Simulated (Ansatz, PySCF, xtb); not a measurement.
Dimer: HCl (SMILES Cl) (first 2 atoms) with C2H2 (SMILES C#C); geometry from B3LYP-D3(BJ)/def2-TZVP, rigid monomers moved along the line of their centres of mass till H2···C4 is 2.16 Å.
(charge 0, multiplicity 1):
```
atom    x (Å)    y (Å)    z (Å)
----  -------  -------  -------
Cl    -0.1177   0.5380  -0.4665
H     -0.1237   0.3436   0.8106
C     -0.5512  -0.3842   2.7983
C      0.2950   0.4539   2.9254
H     -1.3026  -1.1289   2.6899
H      1.0464   1.1974   3.0421
```

Interaction energies are E(AB) − E(A) − E(B) at the monomers' geometry in the complex; basis-set methods are counterpoise corrected. Rows marked so take none.

Rows in 6-31G* carry no dispersion term and start afresh at each structure (6-31G* with six Cartesian d functions).

Run with Ansatz (an electronic-structure program); PySCF for 6-31G* rows, the dispersion terms; xtb for the GFN methods. Values without a source in brackets are computed.

**Question.** One of these levels gives -148.4 meV for the interaction energy. Name it.
A. GFN1-xTB
B. PBE/def2-TZVPPD
C. BP86/6-31G* (no counterpoise)
D. PBE-D4/def2-TZVPPD

**Answer.** D, PBE-D4/def2-TZVPPD. The others give -74.8 (GFN1-xTB), -107.5 (PBE/def2-TZVPPD), -127.2 (BP86/6-31G* (no counterpoise))
